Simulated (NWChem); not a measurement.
Species: C₂H₂F₃ cation

```xyz
7

F      0.1237    -1.8009     0.0000
C     -0.7166    -0.7769     0.0000
C      0.0117     0.5041     0.0000
F      1.2467     0.5614     0.0000
F     -0.5914     1.5902     0.0000
H     -1.3903    -0.7598    -0.8889
H     -1.3903    -0.7598     0.8889
```
Atoms are numbered in this order, from 1.

All runs: NWChem. All runs use the structure optimised with PBE0/def2-SVP.

For level LDA (Slater exchange, PW92)/def2-SVP:

```
Item                          Value
---------------------------  ------
highest occupied level (eV)  -15.03
orbital gap (eV)               3.75
```

How do the values read with level TPSSh/def2-SVP instead?


| Property | Value |
|---|---|
| highest occupied level (eV) | -15.83 |
| orbital gap (eV) | 5.21 |
